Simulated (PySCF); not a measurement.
## Field gradients at the hydrogen positions

Species: C9H10O2.
Geometry (GFN2-xTB, Å), atoms numbered from 1 in this order:
```
atom  x, y, z in Å
O1    -2.6217   -1.4808   -1.1773
C2    -1.9842   -0.6026   -0.6633
C3    -1.8929   -0.3224    0.8224
C4    -1.1492    1.0037    0.9406
C5    -0.2486    1.0459   -0.3111
C6     1.0047    0.2596   -0.0987
C7     1.2899   -1.0669   -0.2421
C8     2.6461   -1.2249    0.1385
C9     3.0819    0.0138    0.4868
O10    2.0969    0.9184    0.3462
C11   -1.1299    0.4157   -1.3902
H12   -2.8814   -0.3155    1.2803
H13   -1.3257   -1.1371    1.2772
H14   -1.8536    1.8359    0.9057
H15   -0.5703    1.0813    1.8592
H16    0.0365    2.0733   -0.5501
H17    0.6268   -1.8371   -0.5802
H18    3.2097   -2.1351    0.1489
H19    4.0308    0.3725    0.8328
H20   -1.8046    1.1593   -1.8207
H21   -0.5699   -0.0401   -2.2051
```

Level: PBE0/pcSseg-1 (PySCF, non-relativistic); Q(2H) = 0.00286 b; rigid geometry, the same for H and D, with no vibrational averaging.

**Question.** Rank these positions by the coupling χzz of a deuteron there, largest first.
A. H13 (methylene hydrogen)
B. H17 (aromatic hydrogen)
C. H12 (methylene hydrogen)

**Answer.** B (234 kHz), C (209 kHz), A (204 kHz).

**Question.** Tabulate Vzz, the asymmetry η and χzz = 234.96 MHz × Q × Vzz for every hydrogen position.

**Answer.** 
| atom | bonded to | bond length (Å) | Vzz (au) | η | χzz (kHz) |
| --- | --- | --- | --- | --- | --- |
| H12 | C3 | 1.089 | 0.3106 | 0.01 | 209 |
| H13 | C3 | 1.092 | 0.3042 | 0.01 | 204 |
| H14 | C4 | 1.091 | 0.3057 | 0.01 | 205 |
| H15 | C4 | 1.089 | 0.3088 | 0.01 | 208 |
| H16 | C5 | 1.093 | 0.2987 | 0.03 | 201 |
| H17 | C7 | 1.071 | 0.3477 | 0.07 | 234 |
| H18 | C8 | 1.071 | 0.3504 | 0.06 | 235 |
| H19 | C9 | 1.072 | 0.3419 | 0.11 | 230 |
| H20 | C11 | 1.092 | 0.3058 | 0.01 | 205 |
| H21 | C11 | 1.089 | 0.3082 | 0.01 | 207 |

**Question.** How does χzz go with the bond length over the 10 C–H bonds?

**Answer.** A straight-line fit has a slope of -14.0 kHz for each 0.01 Å, with a correlation coefficient of -0.99, over lengths from 1.071 to 1.093 Å. The longer bonds have the smaller couplings here.

Geometry: GFN2-xTB, one conformer, isolated molecule. GFN2-xTB bond lengths can be off by several hundredths of an ångström, more for odd bonds, and the gradients follow them. These gradients aren't converged with respect to the basis.

These values come from a run that also computed NMR shieldings. Hardware: one thread of an Arm Neoverse V2 (shared host). Cost: 53 s wall.
